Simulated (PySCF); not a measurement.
SMILES [O]O, doublet at its CAM-B3LYP/def2-SVP optimised geometry (Å):

```
3

O     -0.5158    -0.4699     0.0000
O      0.7889    -0.4699     0.0000
H     -0.7889     0.4699     0.0000
```

Computed with unrestricted CAM-B3LYP/def2-TZVP in PySCF. Cells within 0.4 Å of a nucleus heavier than hydrogen are left out (blank, or x).

Map of the deformation density (molecule minus spherical neutral atoms) (e/bohr³) on the plane z = 0.0 Å:

```
|222222222222222222222222222|
|222222222222222222222222222|
|222222222222222222222222222|
|222222222222222222222222222|
|222222222222222222222222222|
|222222222222222222222222222|
|222222222222222222222222222|
|222222222222222222222222222|
|222222221111122222222222222|
|222222211111112222222222222|
|222222111111112222222222222|
|222222111463211223322222222|
|222222112685211244322222222|
|222222112475112389522222222|
|2222221111xxx220xx422222222|
|2222222111xxx32xxxx11222222|
|2222222225xxx22xxx411222222|
|222222222474011389522222222|
|222222222332111244322222222|
|222222222222112233222222222|
|222222222222222222222222222|
|222222222222222222222222222|
|222222222222222222222222222|
|222222222222222222222222222|
|222222222222222222222222222|
|222222222222222222222222222|
|222222222222222222222222222|
```
Scale: ten equal steps from -0.041 (start of '0') to 0.126 (end of '9'), in the order '0123456789'; x runs from -3.00 to 3.00, y from -3.00 (bottom) to 3.00 (top).
